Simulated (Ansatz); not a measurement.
Compare A (`N=CC([SiH3])Cl`) with its isomer B (`CN(C)[Si]Cl`).

Computed with Ansatz on PBE0-D4/def2-TZVP structures; ΔE is electronic, products minus reactants. CCSD(T)/CBS adds triple-zeta CCSD(T) − MP2 to the extrapolated MP2 energy (def2 sets, frozen cores). DFT in def2-TZVPP. B3LYP here is the variant with VWN-RPA as its local correlation; programs differ in this. Each species was taken in one conformer, which may not be the lowest.

Question: Which isomer does CCSD(T)/CBS put lower? Give the gap. (Best estimate.)

Answer: The calculation gave: B, by 192.1 kJ/mol.

Question: Give E(B) − E(A) in kJ/mol with B2PLYP, HF/def2-TZVPP, PBE-D4, MP2/def2-TZVPP, B3LYP-D4, CCSD(T)/def2-TZVPP, CCSD(T)/def2-SVP. (Best estimate.)

Answer: Computed: B2PLYP -194.0, HF/def2-TZVPP -176.9, PBE-D4 -195.9, MP2/def2-TZVPP -195.2, B3LYP-D4 -196.5, CCSD(T)/def2-TZVPP -189.5, CCSD(T)/def2-SVP -189.6. None reverses the order clearly.

Question: Does the order hold for the free energy at 298.15 K (harmonic terms from PBE0-D4)? (Best estimate.)

Answer: The calculation gave: Yes: G(B) − G(A) = -165.5 kJ/mol, for one conformer each.

Largest T1 diagnostic: 0.013.

From BLYP to BHLYP (50 % exact exchange), in def2-TZVPP and without D4, E(B) − E(A) moves by −5.3 kJ/mol. Leaving LDA and LC-ωPBE aside and taking each functional with its dispersion term where it has one, the values, not all of them listed here, spread over 15.2 kJ/mol, from ωB97M-V to ωB97X-V. LDA lies −21.0 kJ/mol from PBE without D4.
